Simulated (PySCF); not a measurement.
**Bond energies at MP2/def2-TZVPP beside a composite method**

PySCF, lowest determinants of a PBE0 search. The composite is CCSD(T) extrapolated to the basis-set limit from two correlation-consistent sets, with core-valence (CV) and scalar-relativistic (SR) terms as its label shows; it has no spin–orbit coupling and nothing beyond (T).

```
species  state (unpaired electrons)  De MP2 (eV)  De composite (eV)           composite  dissociates to
   SnBr               doublet (π ↑)         3.49               3.44     CCSD(T)/CBS(DT)         Sn + Br
   GeCl               doublet (π ↑)         4.06               4.01     CCSD(T)/CBS(DT)         Ge + Cl
    TlC         quartet (σ ↑, π ↑↑)         2.61               2.62  CCSD(T)/CBS(DT)+CV          Tl + C
     BI      singlet (closed shell)         3.81               3.75  CCSD(T)/CBS(TQ)+CV           B + I
    BiH              triplet (π ↑↑)         2.08               2.43     CCSD(T)/CBS(DT)          Bi + H
    Rb2      singlet (closed shell)         0.31               0.51     CCSD(T)/CBS(DT)         Rb + Rb
    Mg2      singlet (closed shell)         0.04               0.05  CCSD(T)/CBS(DT)+SR         Mg + Mg
   SiBr               doublet (π ↑)         3.83               3.88     CCSD(T)/CBS(TQ)         Si + Br
```

Question: Does MP2 bind more or less than the composite, by how much on average, and where is the difference largest?

Answer: MP2/def2-TZVPP binds less on average, method and basis taken together: the mean signed difference is -0.06 eV and the mean absolute one 0.10 eV; it is largest for BiH (-0.35 eV).

The molecules are drawn from runs that passed checks on state, spin purity and fit, so the hardest cases are missing and the errors look smaller than over all diatomics.

Correlated steps freeze the inner cores (0 to 28 orbitals); shallow outer-core shells are correlated. UHF and ROHF references stand side by side, which adds small steps between rows. Weak bonds: Mg2, Rb2. Basis-set superposition, not corrected here, can be much of De in a small basis, most of all at correlated wavefunction levels. Spin–orbit coupling is left out, which matters for elements this heavy, above all for dissociation energies. Where the molecule has an RHF reference, its open-shell atoms are computed with UHF. The CCSD T1 diagnostic is raised in BI, a sign that a single reference may not be enough there. States were picked by a PBE0 search and need not be the measured ground states.
